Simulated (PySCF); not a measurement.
## Radial density of Pm (promethium, neutral)

UHF, [Xe] 4f5 5d2, one real determinant (an excited configuration). Computed with PySCF 2.14 in ANO-RCC-VTZP (8s7p5d3f2g1h, 104 functions), with the spin-free X2C one-electron Hamiltonian (Gaussian nucleus).

```tsv
r (bohr)	4πr²ρ (e/bohr)	4πr²(ρα − ρβ)
0.0201	78.26	0.0012
0.0338	71.26	0.0031
0.0569	99.36	0.0076
0.0957	94.02	0.0260
0.161	85.08	0.2012
0.271	70.19	1.2684
0.456	38.47	4.1662
0.766	29.37	4.8418
1.29	10.12	2.3773
2.17	3.790	0.8746
3.65	0.5865	0.4495
6.13	0.1389	0.1380
10.3	0.004398	0.0044
```

Densities and radii are taken from the X2C orbitals without a picture-change correction, which distorts them close to the nucleus.

⟨L²⟩ = 36.11 against 72 for a pure L term, so this real determinant mixes terms. Spin-orbit coupling, absent here, splits the open shell strongly.
